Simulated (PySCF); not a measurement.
The Os–S bond energy of OsS₃⁺

These are results of PBE in PySCF with Os def2-SVP with ECP60, S def2-SVP; scalar-relativistic core potentials, no spin–orbit coupling; density-fitted integrals, not measurements.

Each entry is the lowest minimum that a search over a few typed start shapes (and spin states, where more than one is plausible) found, or that minimum re-optimised at the stated level; isomers with ligand–ligand bonds, or fragments after loss of a ligand pair, can lie lower.

Total energies (Eh), which compare only within these settings: S atom -397.80064.

| species | 2S+1 | group | E (Eh) | ZPE (kJ/mol) |
| --- | --- | --- | --- | --- |
| OsS₂⁺ | 2 | C2v | -886.23457 | 7.8 |
| OsS₃⁺ | 2 | C3v | -1284.20663 | 12.5 |

What are De and D0 for OsS₃⁺ → OsS₂⁺ + S?

De = [(-886.23457) + (-397.80064) − (-1284.20663)] × 2625.5 = 450 kJ/mol. The zero-point energy changes by -4.7 kJ/mol, so D0 = 445 kJ/mol.

Atoms and open shells are unrestricted, without spin–orbit or basis-set superposition corrections.

One determinant describes each species, so states of open d or f shells may be missed.

Spin–orbit coupling can matter for elements this heavy.
